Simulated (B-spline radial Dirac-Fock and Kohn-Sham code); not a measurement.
Isotope-shift constants of the inner levels of Ru

System: the free ruthenium atom in the configuration [Kr] 4d7 5s1.

Calculated with a radial B-spline solver, using first-order field-shift and mass-shift constants from Dirac-Fock ground and hole states with a Fermi nucleus; the mass shift has no relativistic recoil terms. A binding energy shifts by δE = F·δ⟨r²⟩ + (K_N + K_S)·δ(1/M); F is taken for a change of radius at fixed skin thickness and so holds the higher radial moments.

```csv
level,F (meV/fm²),K_N (meV u),K_S (meV u)
K (1s),-40.93,-12170,5592
L1 (2s),-4.526,-1780,-171.6
L2 (2p1/2),0.2360,-1636,2160
L3 (2p3/2),0.2986,-1564,1969
M1 (3s),-0.8262,-327.8,-152.5
M2 (3p1/2),0.05582,-271.7,243.3
M3 (3p3/2),0.06855,-259.2,194.3
M4 (3d3/2),0.05828,-160.2,210.1
M5 (3d5/2),0.05732,-157.9,205.0
```

Line shifts in meV from A = 102 (mass 101.9043 u, rms radius 4.4809 fm); radii from Angeli and Marinova (2013).

```csv
A,mass (u),radius (fm),Kα1,Kα2,Kβ1,Lα1
96,95.9076,4.3908,+28.67,+28.55,+28.78,+0.03
98,97.9053,4.4229,+18.49,+18.41,+18.56,+0.02
99,98.9059,4.4338,+15.23,+15.17,+15.28,+0.01
100,99.9042,4.4531,?,?,?,?
101,100.9056,4.4606,+6.81,+6.78,+6.81,-0.01
104,103.9054,4.5098,-9.39,-9.35,-9.42,0.00
```

Question: What are the shifts for A = 100?

Answer: Kα1 +8.87 meV (field +10.24, mass -1.37); Kα2 +8.83 meV (field +10.22, mass -1.40); Kβ1 +8.90 meV (field +10.18, mass -1.28); Lα1 +0.01 meV (field -0.06, mass +0.07).
